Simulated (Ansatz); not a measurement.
Species: InF2, charge 0, doublet. InF2 (SMILES [F][In][F], doublet).
B3LYP-D3(BJ)/def2-TZVP minimum from Ansatz (a program for electronic structure):
```
In
F 1 1.9759
F 1 1.9759 2 117.83
```
Charge 0, spin multiplicity 2.

Total energies in hartree (Ansatz). Open shells are spin-unrestricted; no spin-orbit coupling. Correlated methods leave the cores frozen (noble-gas shells, and filled d and f shells in the p block). Past Kr the def2 sets carry scalar-relativistic core potentials. Where a partner has so few electrons that a lower coupled-cluster level is exact, that level stands in. Spin-orbit terms, left out, reach several kcal/mol for Br and I, and more for heavier atoms. The spin of F2In ([F][In][F], doublet) was assumed, and the state is the lowest solution found for it.

```csv
species,HF/def2-TZVPP,CCSD(T)/def2-TZVPP,HF/def2-QZVPP,CCSD(T)/def2-QZVPP,CCSDT(Q)/def2-TZVPP
"1: InF2 (SMILES [F][In][F], doublet)",-388.22307,-388.80067,-388.23488,-388.86608,-388.80192
2: In (doublet),-189.21003,-189.25218,-189.21066,-189.25402,-189.25243
3: F (doublet),-99.41180,-99.62506,-99.41589,-99.65118,-99.62536
```

Work out the atomisation energy (electronic, to ground-state atoms) in kJ/mol: take Hartree-Fock from def2-QZVPP, extrapolate the CCSD(T) correlation energy as X^-3 (X = 3, 4), and add CCSDT(Q) - CCSD(T) in def2-TZVPP. 1 hartree = 2625.5 kJ/mol.


Species 1: correlation (64·(-0.63120) - 27·(-0.57760))/37 = -0.67031; step -0.00125; E1 = -388.23488 + (-0.67031) + (-0.00125) = -388.90644
Species 2: correlation (64·(-0.04336) - 27·(-0.04215))/37 = -0.04424; step -0.00025; E2 = -189.21066 + (-0.04424) + (-0.00025) = -189.25515
Species 3: correlation (64·(-0.23529) - 27·(-0.21326))/37 = -0.25137; step -0.00030; E3 = -99.41589 + (-0.25137) + (-0.00030) = -99.66756
-1·E1 +1·E2 +2·E3 = 0.31617 hartree = 830.1 kJ/mol.
